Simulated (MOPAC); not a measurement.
Input for MOPAC: PM3 on BC+, 2S+1 = 3, a spin state set in the input, which need not be the lowest, a point of a bond scan (R = 1.515 Å). Charge +1.

```
PM3 1SCF PRECISE CHARGE=1 UHF MS=1 THREADS=1
CB

B      0.00000000 1     0.00000000 1     0.00000000 1
C      0.00000000 1     0.00000000 1     1.51500000 1
```

Program output:

```
*******************************************************************************
 **                                                                           **
 **                              MOPAC v23.2.5                                **
 **                                                                           **
 *******************************************************************************
 ** MOPAC's Digital Object Identifier: https://doi.org/10.5281/zenodo.6511958 **
 **                                                                           **
 ** Please cite the open-source release paper for use of this MOPAC version:  **
 ** J. E. Moussa and J. J. P. Stewart (2026)                                  **
 ** MOPAC: An open-source semiempirical molecular orbital program             **
 ** J. Open Source Softw., 11(119), 8025, https://doi.org/10.21105/joss.08025 **
 *******************************************************************************

                              PM3 CALCULATION RESULTS

 *******************************************************************************
 *  PM3        - The PM3 Hamiltonian to be used
 *  UHF        - UNRESTRICTED HARTREE-FOCK CALCULATION
 *
 *
 *
 *                 CHARGE ON SYSTEM = +1
 *
 *
 *
 *  MS=        - IN MECI, MAGNETIC COMPONENT OF SPIN =  1.0
 *  PRECISE    - TIGHTER CRITERIA TO BE USED
 *  1SCF       - DO 1 SCF AND THEN STOP
 *  THREADS=1  - MULTI-THREADING NOT USED
 *  T=         - A TIME OF 172800.0 SECONDS REQUESTED
 *  DUMP=N     - RESTART FILE WRITTEN EVERY 7200.0 SECONDS REQUESTED
 *******************************************************************************
PM3 1SCF PRECISE CHARGE=1 UHF MS=1 THREADS=1
 CB

   ATOM   CHEMICAL          X               Y               Z
  NUMBER   SYMBOL      (ANGSTROMS)     (ANGSTROMS)     (ANGSTROMS)

     1       B          0.00000000  *   0.00000000  *   0.00000000  *
     2       C          0.00000000  *   0.00000000  *   1.51500000  *



          CARTESIAN COORDINATES

    NO.       ATOM           X           Y           Z

     1         B          0.0000      0.0000      0.0000
     2         C          0.0000      0.0000      1.5150

  B: (PM3): J. J. P. STEWART, J. MOL. MOD., 10, 155-164 (2004)
  C: (PM3): J. J. P. STEWART, J. COMP. CHEM. 10, 209 (1989).

           Empirical Formula: C B  =     2 atoms



      MOLECULAR POINT GROUP   :   C*v


          UHF CALCULATION, NO. OF ALPHA ELECTRONS =    4
                           NO. OF BETA  ELECTRONS =    2

 -------------------------------------------------------------------------------
 PM3 1SCF PRECISE CHARGE=1 UHF MS=1 THREADS=1
 CB



     1SCF WAS SPECIFIED, SO BFGS WAS NOT USED
     SCF FIELD WAS ACHIEVED


                              PM3 CALCULATION
                                                       MOPAC v23.2.5 Linux




          FINAL HEAT OF FORMATION =        443.99371 KCAL/MOL =    1857.66969 KJ/MOL


          COSMO AREA              =         70.46 SQUARE ANGSTROMS
          COSMO VOLUME            =         53.42 CUBIC ANGSTROMS

          IONIZATION POTENTIAL    =         18.908641 EV
          ALPHA SOMO LUMO (EV)    =        -18.909-11.025
          BETA  SOMO LUMO (EV)    =        -23.126 -9.206
          NO. OF ALPHA ELECTRONS  =          4
          NO. OF BETA  ELECTRONS  =          2
          MOLECULAR WEIGHT        =         22.8210         POINT GROUP:  C*v

          MOLECULAR DIMENSIONS (Angstroms)

            Atom       Atom       Distance
            C     2    B     1     1.51500
            C     2    B     1     0.00000
            B     1    C     2     0.00000


          SCF CALCULATIONS        =          1





   ATOM   CHEMICAL          X               Y               Z
  NUMBER   SYMBOL      (ANGSTROMS)     (ANGSTROMS)     (ANGSTROMS)

     1       B          0.00000000  *   0.00000000  *   0.00000000  *
     2       C          0.00000000  *   0.00000000  *   1.51500000  *

                             CARTESIAN COORDINATES

   1    B        0.000000000     0.000000000     0.000000000
   2    C        0.000000000     0.000000000     1.515000000


           Empirical Formula: C B  =     2 atoms



      MOLECULAR POINT GROUP   :   C*v


          ALPHA EIGENVALUES
 -35.76211 -24.49341 -18.90864 -18.90864 -11.02538  -6.25160  -6.25160  -4.65510


           BETA EIGENVALUES
 -33.75426 -23.12626  -9.20575  -8.34704  -8.34704  -4.70321  -4.70321  -4.18002


              NET ATOMIC CHARGES AND DIPOLE CONTRIBUTIONS

  ATOM NO.   TYPE          CHARGE      No. of ELECS.   s-Pop       p-Pop
    1          B           0.597791        2.4022     1.85326     0.54895
    2          C           0.402209        3.5978     1.67279     1.92500
 DIPOLE           X         Y         Z       TOTAL
 POINT-CHG.     0.000     0.000    -0.903     0.903
 HYBRID         0.000     0.000     1.164     1.164
 SUM            0.000     0.000     0.261     0.261


          ATOMIC ORBITAL ELECTRON POPULATIONS

     Atom    s        px        py        pz
    1  B   1.85326   0.11605   0.11605   0.31685
    2  C   1.67279   0.88395   0.88395   0.15710


                    (SZ)    =    1.000000
                    (S**2)  =    2.125125


          ATOMIC ORBITAL SPIN POPULATIONS

    Atom   Total    s     px     py     pz
         Atomic
    1  B  0.0241 -0.051  0.116  0.116 -0.157
    2  C  1.9759  0.165  0.884  0.884  0.043

 **********************
 *                    *
 * JOB ENDED NORMALLY *
 *                    *
 **********************




 == MOPAC DONE ==
```

The run finished. Its determinant has ⟨S²⟩ = 2.13, a mixture of spin states.

Cost: around 0.020 core-seconds (rough).
